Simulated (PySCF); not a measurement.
Simulated P 1s region for P4Se3 (PP3SeSeSe nortricyclane), binding energy against the vacuum level.

Every computed line was given a Gaussian of 0.6 eV full width at half maximum and an area set by the number of equivalent atoms; the highest printed point is 100. Theory: delta-SCF UKS SCAN, pcX-2 on the ionised atom, pcseg-1 elsewhere, spin-free X2C in PySCF 2.14.0.

(binding energy (eV), intensity): (2149.4, 0), (2149.5, 2), (2149.6, 4), (2149.7, 11), (2149.8, 23), (2149.9, 42), (2150.0, 65), (2150.1, 87), (2150.2, 100), (2150.3, 98), (2150.4, 84), (2150.5, 63), (2150.6, 45), (2150.7, 34), (2150.8, 32), (2150.9, 33), (2151.0, 35), (2151.1, 32), (2151.2, 27), (2151.3, 19), (2151.4, 11), (2151.5, 6), (2151.6, 3), (2151.7, 1), (2151.8, 0), (2151.9, 0)

Problem. Count the maxima, the lines and the sites behind this envelope.

Solution. The curve has 2 maxima (at 2150.2 and 2151.0 eV). Under it lie 2 lines from 2 inequivalent phosphorus sites.

Problem. Decompose the envelope and assign each component. Bonds: P1–Se2, P1–Se5, P1–Se7, Se2–P3, P3–P4, P3–P6, P4–Se5, P4–P6, P6–Se7.

Solution. 
| position (eV) | relative area | line | atoms | environment |
| --- | --- | --- | --- | --- |
| 2150.24 | 3 | P 1s | P3/P4/P6 | phosphorus bonded to 2 P and Se |
| 2151.02 | 1 | P 1s | P1 | phosphorus bonded to 3 Se |

Problem. What are the centre and the root-mean-square width of the whole band?

Solution. The area-weighted mean of the lines is 2150.43 eV. Their own spread about it is 0.34 eV (rms) and each Gaussian has σ = 0.6/2.355 = 0.25 eV; the variances add, which gives 0.43 eV.

Lowest listed P 1s: P3/P4/P6, bonded to Se and 2 P. Highest, 0.78 eV above it: P1, bonded to 3 Se.

No satellites, vibrations or lifetime broadening are included. Atoms equivalent by their bonding share one computed value, that of the first of them. Isolated species at its PBE0-D3(BJ)/def2-SVP geometry (one conformer only).
